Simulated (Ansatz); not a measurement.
H2GeO2, SMILES `[OH][Ge][OH]` (lower singlet; H–O–Ge–O torsion 0°, O–Ge–O–H torsion 0°) (charge 0, multiplicity 1). This singlet lies 2.94 eV below the relaxed triplet at the level frozen-core CCSD(T)/cc-pVTZ // B3LYP-D3(BJ)/def2-TZVP (Ansatz, a first-principles code).

Level of theory: CAM-B3LYP/cc-pVTZ // B3LYP-D3(BJ)/def2-TZVP run with Ansatz.

Ansatz 0.2 input:
```yaml
crystal:
  periodic: [false, false, false]
  atoms:
    - { symbol: O, position_ang: [-1.405995, 0.161189, -0.020143] }
    - { symbol: Ge, position_ang: [-0.003517, 1.12145, -0.624164] }
    - { symbol: O, position_ang: [1.405104, 0.108685, -0.130212] }
    - { symbol: H, position_ang: [-1.241508, -0.672418, 0.435963] }
    - { symbol: H, position_ang: [1.245917, -0.718906, 0.338555] }
basis:
  gaussian: { orbitals: cc-pVTZ }
hamiltonian:
  xc: cam_b3lyp
```

Output:

```
Functional definition: CAM-B3LYP
861 factors; their error is unknown
179 factors; integrals over basis functions are off by at most 7.2e-6 eV
mean field evaluation 1: about -60641.6128 eV, gradient 7.7e1 eV
mean field evaluation 2: about -60627.7435 eV, gradient 1.2e2 eV
mean field evaluation 4: about -60650.9042 eV, gradient 1.6e0 eV
mean field evaluation 8: about -60651.0662 eV, gradient 3.6e-2 eV
mean field -60651.06617462 eV, -2228.8855711480 hartree, gradient 2.2e-5 eV, S^2 0.000000; 0 other end points of the search recorded, 0 dependent functions left out
reference -60651.06627130 eV, -2228.8855747009 hartree; 25, 25 occupied and 106, 106 virtual orbitals, 861 factors
Total energy: -60651.06627130 eV, -2228.8855747009 hartree
```
